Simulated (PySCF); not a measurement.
# Working out the ionisation energy of Se

Se [Ar] 3d10 4s2 4p4 (3P) → Se⁺ [Ar] 3d10 4s2 4p3 (4S). Computed with PySCF 2.14 in aug-cc-pVDZ-DK, with the spin-free X2C one-electron Hamiltonian (Gaussian nucleus). Frozen: [Ar] 3d10. Energies in hartree (1 hartree = 27.21139 eV):

```tsv
part	Se (lower)	Se⁺ (upper)
UHF	-2427.961290	-2427.647810
CCSD correlation	-0.091754	-0.072142
(T)	-0.001513	-0.000822
```

**Question.** What does Hartree-Fock give?

**Answer.** (-2427.647810) − (-2427.961290) = 0.313480 hartree = 8.530 eV.

**Question.** What do CCSD and CCSD(T) give?

**Answer.** The CCSD correlation energies differ by 0.019612 hartree = 0.534 eV and the triples by 0.000691 hartree = 0.019 eV, so CCSD gives 9.064 eV and CCSD(T) 9.083 eV.

Measured between the centres of the two terms (NIST): 9.635 eV, so CCSD(T) (valence) is off by -0.552 eV.

A double-zeta basis recovers only part of the correlation energy.

What remains against the reference includes basis incompleteness, the frozen core and higher excitations.
